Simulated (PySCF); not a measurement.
C2H13Si4 (doublet state).
Z-matrix (Å and degrees, GFN2-xTB geometry), rows numbered from 1:
```
C 
Si  1  1.9103
Si  2  2.2845  1  105.90
Si  2  2.3327  1  107.89  3   134.15
C   4  1.9083  2  112.54  1    94.73
Si  5  1.8975  4  115.49  2   -65.91
H   1  1.0858  2  111.74  3    54.95
H   1  1.0865  2  111.35  3   -65.32
H   1  1.0863  2  110.96  3   175.00
H   2  1.4876  1  104.98  3  -110.93
H   3  1.4677  2  120.21  1   179.31
H   3  1.4683  2  120.78  1    47.10
H   4  1.4725  2  114.26  1   -28.78
H   4  1.4764  2  108.96  1  -146.30
H   5  1.0914  4  108.29  2    56.48
H   5  1.0910  4  109.01  2   171.37
H   6  1.4656  5  109.57  4   -57.11
H   6  1.4655  5  109.64  4    62.99
H   6  1.4663  5  110.21  4  -177.07
```

The hyperfine couplings belong to this conformer and change with its torsions.

As a line formula: `C[Si@@H]([SiH2])[SiH2]C[SiH3]` [radical].

Theory: UKS B3LYP, pcH-1 on C H Si, non-relativistic, mean-field spin-orbit, GIAO in PySCF. Geometry: GFN2-xTB, one conformer, isolated molecule. A GFN2-xTB geometry isn't a minimum of the functional, and hyperfine couplings can be far from their values at a DFT geometry, by a factor of two or more for some ions and for spin on atoms past the first row. Stability of the SCF solution: not tested.

Q: Match the computed a_iso(13C) values +6.7, +1.5 MHz with the sites C1; C5.

A: 
| site | a_iso (MHz) | ρ(0) (bohr⁻³) | position | distance from Si3 (Å) | spin population | largest \|T\| (MHz) |
| --- | --- | --- | --- | --- | --- | --- |
| C1 | +1.5 | +0.0014 | 2 bonds from Si3 | 3.36 | 0.00 | 0.6 |
| C5 | +6.7 | +0.0060 | 3 bonds from Si3 | 5.54 | +0.01 | 2.0 |

Q: The isotropic 29Si couplings are -331.6, -60.7, -8.3 MHz. Assign them to Si2; Si3; Si4.

A: 
| site | a_iso (MHz) | ρ(0) (bohr⁻³) | position | distance from Si3 (Å) | spin population | largest \|T\| (MHz) |
| --- | --- | --- | --- | --- | --- | --- |
| Si2 | -8.3 | +0.0093 | 1 bond from Si3 | 2.28 | +0.01 | 5.7 |
| Si3 | -331.6 | +0.3742 | largest spin population | 0.00 | +0.97 | 172.2 |
| Si4 | -60.7 | +0.0684 | 2 bonds from Si3 | 4.07 | +0.05 | 11.7 |

ρ(0) is the spin density at the nucleus and T the dipolar tensor; a_iso includes a spin–orbit part; entries for several nuclei are means. The largest Mulliken spin population is on Si3 (+0.97). The angles at Si3 add up to 345.0°, so it is pyramidal.

Nuclei that the bonding pattern makes equivalent are averaged, as if the motion that swaps them (rotation, inversion, ring flip) were fast.
